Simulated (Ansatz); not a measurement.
One change: `[CH3][Hf]([OH])([OH])[OH]` becomes `[CH3][Hf]([OH])([OH])[Br]`.

Ansatz, PBE0-D4/def2-TZVP geometries, multiplicity 1. Each molecule was computed in one conformer, which needn't be the lowest.

Elements past krypton have def2 core potentials. Scalar relativity is left out up to krypton.

| property | `[CH3][Hf]([OH])([OH])[OH]` |
| --- | --- |
| HOMO energy (ωB97M-V/def2-TZVPP) / eV | -9.49 |
| LUMO energy (PBE/def2-TZVPP) / eV | -0.65 |
| size of the dipole moment (PBE/def2-TZVPP) / D | 2.25 |
| size of the dipole moment (B3LYP/def2-TZVPP) / D | 2.31 |
| HOMO energy (PBE0/def2-TZVPP) / eV | -7.20 |
| size of the dipole moment (ωB97M-V/def2-TZVPP) / D | 2.42 |

(1) What does the change do to each property? (An estimate is asked.)

## Answers

(1) The calculation gave: 
| property | `[CH3][Hf]([OH])([OH])[Br]` | shift |
| --- | --- | --- |
| HOMO energy (ωB97M-V/def2-TZVPP) / eV | -9.98 | -0.49 |
| LUMO energy (PBE/def2-TZVPP) / eV | -1.36 | -0.71 |
| size of the dipole moment (PBE/def2-TZVPP) / D | 3.45 | 1.20 |
| size of the dipole moment (B3LYP/def2-TZVPP) / D | 3.49 | 1.18 |
| HOMO energy (PBE0/def2-TZVPP) / eV | -7.70 | -0.50 |
| size of the dipole moment (ωB97M-V/def2-TZVPP) / D | 3.58 | 1.16 |

The zero-point energy changes by -29.7 kJ/mol with -3 modes. Dipoles are sizes alone; their direction can turn.

B3LYP here is the variant with VWN-RPA as its local correlation; programs differ in this.

Spin–orbit coupling is left out; it splits and shifts lone-pair levels of the heavy atoms by tenths of an eV.
